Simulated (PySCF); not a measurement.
A thermochemical cycle for HgI

MP2 in PySCF with def2-SVP on every atom (core potentials on I, Hg), for the lowest determinant that a PBE0 search found; no spin–orbit coupling. HgI, a doublet (σ ↑), has De = 0.16 eV to neutral atoms, and HgI⁺, a singlet (closed shell), has De = 1.73 eV to Hg⁺ + I.

At the same level the Hg atom ionises at 10.19 eV.

What is the adiabatic ionisation energy of the molecule, and does ionisation strengthen or weaken the bond?

IE = IE(Hg) + De(neutral) − De(ion) = 10.19 + 0.16 − 1.73 = 8.62 eV. De changes by +1.57 eV, so ionisation strengthens the bond.

Correlated steps freeze 4 core orbitals. Weak bonds: HgI. Basis-set superposition, not corrected here, can be much of De in a small basis, most of all at correlated wavefunction levels. Spin–orbit coupling is left out, which matters for elements this heavy, above all for dissociation energies. For an ion De counts to the pair picked by the measured ionisation energies or electron affinities, which need not be the lowest pair at this level. Where the molecule has an RHF reference, its open-shell atoms are computed with UHF. States were picked by a PBE0 search and need not be the measured ground states.
